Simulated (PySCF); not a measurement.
**How strongly B binds etchant and ambient atoms**

CCSD(T) extrapolated to the basis-set limit (PySCF; BBr CCSD(T)/CBS(TQ)+CV, BCl CCSD(T)/CBS(TQ)+CV+SR, BF CCSD(T)/CBS(TQ)+CV+SR, BH CCSD(T)/CBS(TQ)+CV+SR, BN CCSD(T)/CBS(TQ)+CV+SR, BO CCSD(T)/CBS(TQ)+CV+SR, Br2 CCSD(T)/CBS(TQ), Cl2 CCSD(T)/CBS(TQ)+CV+SR, F2 CCSD(T)/CBS(TQ)+CV+SR, H2 CCSD(T)/CBS(TQ)+SR, N2 CCSD(T)/CBS(TQ)+CV+SR, O2 CCSD(T)/CBS(TQ)+CV+SR; CV core-valence, SR scalar-relativistic term); no spin–orbit coupling. D0 is De less the harmonic zero-point energy.

| X | state of BX | D0(BX) (eV) | D0(X₂) (eV) |
| --- | --- | --- | --- |
| H | singlet (closed shell) | 3.54 | 4.48 |
| F | singlet (closed shell) | 7.84 | 1.62 |
| Cl | singlet (closed shell) | 5.29 | 2.54 |
| Br | singlet (closed shell) | 4.54 | 2.21 |
| O | doublet (σ ↑) | 8.34 | 5.09 |
| N | triplet (σ ↑, π ↑) | 4.45 | 9.74 |

Give the energy of B + X₂ → BX + X at 0 K for each X.

H: 4.48 − 3.54 = +0.94 eV; F: 1.62 − 7.84 = -6.22 eV; Cl: 2.54 − 5.29 = -2.75 eV; Br: 2.21 − 4.54 = -2.33 eV; O: 5.09 − 8.34 = -3.25 eV; N: 9.74 − 4.45 = +5.29 eV (composite CCSD(T); negative means exothermic).

Does an atom of F displace H from BH?

BH + F → BF + H has ΔE = 3.54 − 7.84 = -4.30 eV at composite CCSD(T), so it is downhill.

Gas-phase diatomics only hint at surface chemistry, where an atom holds several bonds.

Correlated steps freeze the inner cores (0 to 18 orbitals); shallow outer-core shells are correlated. Where the molecule has an RHF reference, its open-shell atoms are computed with UHF. The CCSD T1 diagnostic is raised in BN, a sign that a single reference may not be enough there. States were picked by a PBE0 search and need not be the measured ground states.
